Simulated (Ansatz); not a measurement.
Basis sets compared for AgI₂. The state is a doublet with charge 0. Geometry PBE0-D4/def2-TZVP. Ansatz on 4 threads of Intel Xeon 6975P-C on a shared host; times are rough, and most runs start from earlier orbitals.

| atom | x (Å) | y (Å) | z (Å) |
| --- | --- | --- | --- |
| Ag1 | -0.001 | 0.000 | 0.000 |
| I2 | 1.018 | -2.141 | 1.002 |
| I3 | -1.017 | 2.141 | -1.003 |

In the def2 sets Ag, I take a core potential, while STO-3G treats all electrons; there is no spin–orbit coupling. The structure comes from a short search, and lower isomers may exist.

STO-3G and 6-31G are all-electron sets without relativity, so their totals don't compare with the def2 sets.

Binding counts from free atoms (Ag doublet, I doublet) in the same basis, without a counterpoise term.

| level | functions | energy (Eh) | HOMO (eV) | LUMO (eV) | binding per atom (eV) | wall time |
| --- | --- | --- | --- | --- | --- | --- |
| HF/STO-3G | 81 | -18848.1566 | -7.31 | 4.48 | – | 5.5 s |
| HF/def2-TZVP | 140 | -739.4982 | -8.58 | -3.08 | 0.58 | 3.8 s |
| r2SCAN-D4/def2-TZVP | 140 | -742.7651 | -6.69 | -6.51 | 1.44 | 6 s |
| PBE0-D4/def2-SVP | 83 | -742.4443 | -7.38 | -6.10 | 1.32 | 3.4 s |
| PBE0-D4/def2-TZVP | 140 | -742.4977 | -7.37 | -6.09 | 1.32 | 8.5 s |

(1) Estimate the rows for r2SCAN-D4/def2-TZVPD, PBE0-D4/def2-TZVPD.

Answers

(1) 
```json
{"level": "r2SCAN-D4/def2-TZVPD", "functions": "158", "energy (Eh)": "-742.7655", "HOMO (eV)": "-6.69", "LUMO (eV)": "-6.52", "binding per atom (eV)": "1.44", "wall time": "14 s"}
{"level": "PBE0-D4/def2-TZVPD", "functions": "158", "energy (Eh)": "-742.4982", "HOMO (eV)": "-7.38", "LUMO (eV)": "-6.10", "binding per atom (eV)": "1.32", "wall time": "10 s"}
```
